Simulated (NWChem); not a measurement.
The numbers come from NWChem runs, not from measurements. System: C2H6N, charge 0, spin multiplicity 2, at a geometry optimised with UB3LYP/def2-SVP. The structure started from a generated list of species. Its SCF solution wasn't tested for a lower state. Level: UB3LYP/def2-TZVP, VWN1-RPA local correlation.

Part of the output:

```
             Northwest Computational Chemistry Package (NWChem) 7.3.0
             --------------------------------------------------------

                                NWChem Input Module
                                -------------------

 Scaling coordinates for geometry "geometry" by  1.889725989
 (inverse scale =  0.529177249)

 Turning off AUTOSYM since
 SYMMETRY directive was detected!

                             Geometry "geometry" -> ""
                             -------------------------

 Output coordinates in angstroms (scale by  1.889725989 to convert to a.u.)

  No.       Tag          Charge          X              Y              Z
 ---- ---------------- ---------- -------------- -------------- --------------
    1 C                    6.0000     0.12292200    -1.22886600     0.00000000
    2 C                    6.0000    -0.48343800     0.17013400     0.00000000
    3 N                    7.0000     0.51678600     1.20129600     0.00000000
    4 H                    1.0000    -0.65951700    -2.00454100     0.00000000
    5 H                    1.0000     0.75653300    -1.37448100     0.88898400
    6 H                    1.0000     0.75653300    -1.37448100    -0.88898400
    7 H                    1.0000    -1.15992400     0.29733900    -0.87629600
    8 H                    1.0000    -1.15992400     0.29733900     0.87629600
    9 H                    1.0000     0.01189400     2.10215100     0.00000000

 Effective nuclear repulsion energy (a.u.)      75.3356971519

            Nuclear Dipole moment (a.u.)
            ----------------------------
        X                 Y               Z
 ---------------- ---------------- ----------------
     0.0000018897     0.0000113384     0.0000000000

      Symmetry information
      --------------------

 Group name             Cs
 Group number              2
 Group order               2
 No. of unique centers     7

      Symmetry unique atoms

     1    2    3    4    5    7    9


 Summary of "ao basis" -> "" (spherical)
 ------------------------------------------------------------------------------
       Tag                 Description            Shells   Functions and Types
 ---------------- ------------------------------  ------  ---------------------
 *                         def2-tzvp                  on all atoms

                                 NWChem DFT Module
                                 -----------------

 Summary of "ao basis" -> "ao basis" (spherical)
 ------------------------------------------------------------------------------
       Tag                 Description            Shells   Functions and Types
 ---------------- ------------------------------  ------  ---------------------
 C                         def2-tzvp                11       31   5s3p2d1f
 N                         def2-tzvp                11       31   5s3p2d1f
 H                         def2-tzvp                 4        6   3s1p

 Summary of "ao basis" -> "ao basis" (spherical)
 ------------------------------------------------------------------------------
       Tag                 Description            Shells   Functions and Types
 ---------------- ------------------------------  ------  ---------------------
 C                         def2-tzvp                11       31   5s3p2d1f
 N                         def2-tzvp                11       31   5s3p2d1f
 H                         def2-tzvp                 4        6   3s1p

      Symmetry analysis of basis
      --------------------------

        a'         85
        a"         44

            General Information
            -------------------
          SCF calculation type: DFT
          Wavefunction type:  spin polarized.
          No. of atoms     :     9
          No. of electrons :    25
           Alpha electrons :    13
            Beta electrons :    12
          Charge           :     0
          Spin multiplicity:     2
          Use of symmetry is: on ; symmetry adaption is: on
          Maximum number of iterations: 100
          AO basis - number of functions:   129
                     number of shells:    57
          Convergence on energy requested:  1.00D-06
          Convergence on density requested:  1.00D-05
[...]
              MO Center=  9.9D-03, -7.0D-01,  1.4D-14, r^2= 2.4D+00
   Bfn.  Coefficient  Atom+Function         Bfn.  Coefficient  Atom+Function
  ----- ------------  ---------------      ----- ------------  ---------------
     8      0.262465  1 C  pz                39     -0.197143  2 C  pz
   101      0.184719  5 H  s                107     -0.184719  6 H  s
    11      0.179932  1 C  pz                42     -0.143133  2 C  pz
   113      0.132602  7 H  s                119     -0.132602  8 H  s
   100      0.126113  5 H  s                106     -0.126113  6 H  s

 Vector   12  Occ=1.000000D+00  E=-2.747376D-01  Symmetry=a'
              MO Center=  4.8D-01,  9.4D-01, -3.0D-15, r^2= 1.7D+00
   Bfn.  Coefficient  Atom+Function         Bfn.  Coefficient  Atom+Function
  ----- ------------  ---------------      ----- ------------  ---------------
    68      0.355909  3 N  px                71      0.276185  3 N  px
    67      0.252641  3 N  s                  5     -0.237051  1 C  s
    74      0.237820  3 N  px                66      0.203962  3 N  s
   125     -0.159016  9 H  s                 37     -0.156163  2 C  px
    65      0.134546  3 N  s                 40     -0.122208  2 C  px

 Vector   13  Occ=0.000000D+00  E=-9.657797D-02  Symmetry=a"
              MO Center=  2.9D-01,  1.1D+00, -5.0D-15, r^2= 1.6D+00
   Bfn.  Coefficient  Atom+Function         Bfn.  Coefficient  Atom+Function
  ----- ------------  ---------------      ----- ------------  ---------------
    76      0.423726  3 N  pz                70      0.394018  3 N  pz
    73      0.322096  3 N  pz               114      0.234021  7 H  s
   120     -0.234021  8 H  s                 14     -0.171039  1 C  pz
   113      0.154396  7 H  s                119     -0.154396  8 H  s
   102      0.148045  5 H  s                108     -0.148045  6 H  s

 Vector   14  Occ=0.000000D+00  E= 3.020126D-02  Symmetry=a'
              MO Center= -8.0D-01,  6.4D-01,  5.0D-14, r^2= 6.6D+00
   Bfn.  Coefficient  Atom+Function         Bfn.  Coefficient  Atom+Function
  ----- ------------  ---------------      ----- ------------  ---------------
    36      2.567975  2 C  s                  5      1.622162  1 C  s
   114     -1.466697  7 H  s                120     -1.466697  8 H  s
   126     -1.150266  9 H  s                 96     -0.922530  4 H  s
   102     -0.745136  5 H  s                108     -0.745136  6 H  s
    43     -0.651955  2 C  px                67      0.533506  3 N  s

 Vector   15  Occ=0.000000D+00  E= 6.264825D-02  Symmetry=a'
              MO Center=  5.0D-03, -3.1D-01,  3.3D-16, r^2= 8.3D+00
   Bfn.  Coefficient  Atom+Function         Bfn.  Coefficient  Atom+Function
  ----- ------------  ---------------      ----- ------------  ---------------
     5      4.890244  1 C  s                102     -1.614483  5 H  s
   108     -1.614483  6 H  s                 96     -1.360058  4 H  s
    36     -1.233363  2 C  s                126      1.041896  9 H  s
    44      1.030173  2 C  py                67     -1.025688  3 N  s
    74      0.357651  3 N  px                43     -0.305908  2 C  px

   alpha - beta orbital overlaps
   -----------------------------

   alpha      1      2      3      4      5      6      7      8      9     10
    beta      1      2      3      4      5      6      7      8      9     10
 overlap   1.000  1.000  1.000  0.991  0.990  0.996  0.998  0.983  0.996  0.997

   alpha     11     12     13     14     15     16     17     18     19     20
    beta     11     12     13     14     15     16     17     18     19     20
 overlap   0.968  0.997  0.961  0.999  0.996  0.996  0.999  1.000  0.995  0.995

   alpha     21     22     23     24     25     26     27     28     29     30
    beta     21     22     23     24     25     26     27     28     31     29
 overlap   0.994  0.999  1.000  0.999  0.986  0.997  0.996  0.998  0.869  0.995

   alpha     31     32     33     34     35     36     37     38     39     40
    beta     30     32     33     34     35     36     37     38     39     40
 overlap   0.993  0.837  0.975  0.974  0.962  0.997  0.998  0.999  0.998  0.999

   alpha     41     42     43     44     45     46     47     48     49     50
    beta     41     42     43     44     45     46     47     48     49     50
 overlap   0.999  0.997  1.000  1.000  0.996  0.999  0.999  1.000  0.999  0.998

   alpha     51     52     53     54     55     56     57     58     59     60
    beta     51     53     52     54     55     56     57     59     58     60
 overlap   0.995  0.998  1.000  0.986  0.999  0.999  1.000  0.987  0.999  0.998

   alpha     61     62     63     64     65     66     67     68     69     70
    beta     61     62     63     64     65     66     67     70     68     69
 overlap   1.000  1.000  0.994  0.999  0.987  0.999  0.964  0.962  0.981  0.980

   alpha     71     72     73     74     75     76     77     78     79     80
    beta     71     72     73     74     75     76     77     78     79     80
 overlap   0.999  0.996  0.998  1.000  0.997  0.993  0.996  0.814  0.815  0.996

   alpha     81     82     83     84     85     86     87     88     89     90
    beta     81     82     83     84     85     86     87     88     89     90
 overlap   0.994  0.996  0.970  0.980  0.999  0.999  0.999  0.999  0.999  0.996

   alpha     91     92     93     94     95     96     97     98     99    100
    beta     91     92     93     94     95     96     98     97     99    100
 overlap   1.000  0.996  0.992  0.992  0.999  0.999  0.999  0.998  0.997  1.000

   alpha    101    102    103    104    105    106    107    108    109    110
    beta    101    102    103    104    105    106    107    108    109    110
 overlap   0.997  1.000  0.992  0.999  0.985  0.989  1.000  0.996  0.991  1.000

   alpha    111    112    113    114    115    116    117    118    119    120
    beta    111    112    113    114    115    116    117    118    119    120
 overlap   0.988  0.998  0.969  0.973  0.967  0.968  0.999  0.963  0.961  0.998

   alpha    121    122    123    124    125    126    127    128    129
    beta    121    122    123    124    125    126    127    128    129
 overlap   0.999  0.997  0.999  0.999  0.998  1.000  1.000  1.000  1.000

     --------------------------
     Expectation value of S2:
     --------------------------
      <S2> =      0.7539 (Exact =     0.7500)

 center of mass
 --------------
 x =   0.06197324 y =   0.08769871 z =   0.00000000

 moments of inertia (a.u.)
 ------------------
         193.594489344736         -15.687821693683           0.000000000000
         -15.687821693683          50.434398229383           0.000000000000
           0.000000000000           0.000000000000         221.597175006732

     Multipole analysis of the density
     ---------------------------------

     L   x y z        total         alpha         beta         nuclear
     -   - - -        -----         -----         ----         -------
     0   0 0 0     -0.000000    -13.000000    -12.000000     25.000000

     1   1 0 0     -0.748328     -0.685555     -0.062774      0.000002
     1   0 1 0     -0.000931     -1.048738      1.047796      0.000011
     1   0 0 1     -0.000000     -0.000000     -0.000000      0.000000

     2   2 0 0    -16.527011    -22.858944    -20.926155     27.258087
     2   1 1 0     -1.632181     -4.522806     -2.549668      5.440293
     2   1 0 1     -0.000000     -0.000000     -0.000000      0.000000
     2   0 2 0    -14.068959    -66.252108    -61.121608    113.304758
     2   0 1 1     -0.000000     -0.000000      0.000000      0.000000
     2   0 0 2    -14.965540    -13.979567    -12.114746     11.128774

 Task  times  cpu:        8.4s     wall:        8.4s

 Total times  cpu:        8.4s     wall:        8.4s
```

Problem. Write an NWChem input that would produce this output.

Solution. Several could match; the one computed here: 
```
start mol
memory heap 200 mb stack 900 mb global 1100 mb
geometry units angstroms nocenter noautoz
  C      0.122922    -1.228866     0.000000
  C     -0.483438     0.170134     0.000000
  N      0.516786     1.201296     0.000000
  H     -0.659517    -2.004541     0.000000
  H      0.756533    -1.374481     0.888984
  H      0.756533    -1.374481    -0.888984
  H     -1.159924     0.297339    -0.876296
  H     -1.159924     0.297339     0.876296
  H      0.011894     2.102151     0.000000
  symmetry group Cs
end
basis spherical
  * library def2-tzvp
end
dft
  xc b3lyp
  odft
  mult 2
  semidirect memsize 60000000 filesize 0
  iterations 100
end
task dft energy
```
